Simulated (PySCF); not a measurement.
NMR data simulated for an unnamed compound:

1H NMR (400 MHz, computed): δ 6.83 (m, 1H), 6.64 (m, 1H), 6.39 (s, 1H), 6.33 (m, 1H).

13C{1H} NMR (computed): δ 170.3 (C), 162.2 (C), 141.3 (CH), 139.4 (CH2), 128.8 (CH).

PySCF 2.14 calculation with GIAO PBE0/pcSseg-1 shieldings and geometry from GFN2-xTB; single conformer, non-relativistic, no solvent model.

Shifts are taken against calculated references (same method and geometry level): 1H, 13C vs TMS.

**Question.** Which of these does the molecule contain: a vinyl group CH=CH2, a non-aromatic C=C double bond, an OH group, a CF3 group, an ester?

**Answer.** 
- A vinyl group CH=CH2: yes (δC 139.4, 141.3; δH 6.83 (m), 6.33 (m), 6.64 (m)).
- A non-aromatic C=C double bond: yes.
- An OH group: no.
- A CF3 group: no.
- An ester: no.

The data belong to SMILES C=C/C(Cl)=C/C(=O)Cl, C5H4Cl2O; they needn't prove each group on their own.

Carbon signals by region: 2 in the far downfield region (above 160 ppm), 3 in the sp2 and nitrile region (100–160 ppm). Above 160 ppm: 170.3, carbonyl carbon, 162.2, β carbon of a C=C–C=O unit.

Carbons that carry Cl, above all several Cl atoms, come out too deshielded, partly because spin–orbit coupling is missing. Shifts are as computed. Against solution values, carbons near 30 ppm lie about +3 ppm off and those near 130 ppm about +5 ppm; carbons on Cl a further +6 ppm. Of 1211 compounds with measured shifts, 218 miss one by over three times the rms of a fit or turn the order of signals round; such compounds aren't used in these exercises. No couplings were computed; multiplicities are counted from neighbouring protons, with m where these are inequivalent, close in shift, in a saturated or five-membered ring or joined by F or P, and br s for small geminal =CH2 splittings.
